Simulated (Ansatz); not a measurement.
Abridged output of a molecular run in Ansatz:

```
Functional definition: HF
1724 factors; integrals over basis functions are off by at most 1.1e-3 eV
mean field evaluation 1: about -23395.0472 eV, gradient 3.8e1 eV
mean field evaluation 2: about -23395.2766 eV, gradient 3.8e1 eV
mean field evaluation 4: about -23399.2221 eV, gradient 4.7e0 eV
mean field evaluation 8: about -23399.3071 eV, gradient 3.1e-1 eV
mean field evaluation 16: about -23399.3089 eV, gradient 2.3e-6 eV
mean field -23399.30890858 eV, -859.9087417692 hartree, gradient 2.3e-6 eV, S^2 0.000000; 1 other end points of the search recorded, 0 dependent functions left out
14 core orbitals not correlated: weight in the atoms' cores, before any rotation towards them, 1.000 or more for the frozen orbitals, at most 0.000 for the correlated occupied ones
reference -23399.30890858 eV, -859.9087417692 hartree; 16, 16 occupied and 262, 262 virtual orbitals, 1724 factors
second order -24.30278346 eV of doubles, -0.00000000 eV of singles
cycle   1  -25.15101771 eV  change   -8.5e-1 eV  update   1.1e-1
cycle   2  -25.77813316 eV  change   -6.3e-1 eV  update   3.3e-2
cycle   3  -25.90412779 eV  change   -1.3e-1 eV  update   1.8e-2
cycle   4  -25.89211118 eV  change    1.2e-2 eV  update   5.7e-3
cycle   5  -25.89197439 eV  change    1.4e-4 eV  update   3.6e-3
cycle   6  -25.89301853 eV  change   -1.0e-3 eV  update   1.8e-3
cycle   7  -25.89256963 eV  change    4.5e-4 eV  update   1.2e-3
cycle   8  -25.89273763 eV  change   -1.7e-4 eV  update   6.4e-4
cycle   9  -25.89289869 eV  change   -1.6e-4 eV  update   2.9e-4
cycle  10  -25.89274264 eV  change    1.6e-4 eV  update   1.5e-4
cycle  11  -25.89276247 eV  change   -2.0e-5 eV  update   7.7e-5
cycle  12  -25.89281211 eV  change   -5.0e-5 eV  update   3.5e-5
cycle  13  -25.89284320 eV  change   -3.1e-5 eV  update   1.6e-5
cycle  14  -25.89285871 eV  change   -1.6e-5 eV  update   6.9e-6
perturbative correction -1.13812809 eV, -0.0418254357 hartree
Total energy: -23426.33989538 eV, -860.9021122118 hartree
```

Its atoms:

```xyz
12

C    -1.6435    0.7696   -0.9532
Al    0.2003    0.1334   -0.8504
Cl    1.0123   -0.7193   -2.6370
B     1.5973    0.6585    0.6976
C     0.9313   -0.4888    1.5334
N     0.3208   -1.2239    0.6607
H    -2.3093    0.0031   -1.3610
H    -1.7131    1.6374   -1.6163
H    -2.0334    1.0716    0.0235
H     2.6779    1.0855    0.9697
H     0.9613   -0.7795    2.5879
H    -0.0018   -2.1476    0.9450
```

Question: Which basis set was used?
A. def2-TZVPPD
B. def2-TZVPP
C. cc-pV(D+d)Z
D. def2-QZVPP

Answer: B. It gives 292 functions.

Question: Write the keys of the input that set method, charge and spin (a neutral closed shell needs none for the last two).

Answer: 
```yaml
correlation: {method: ccsd_t}
```
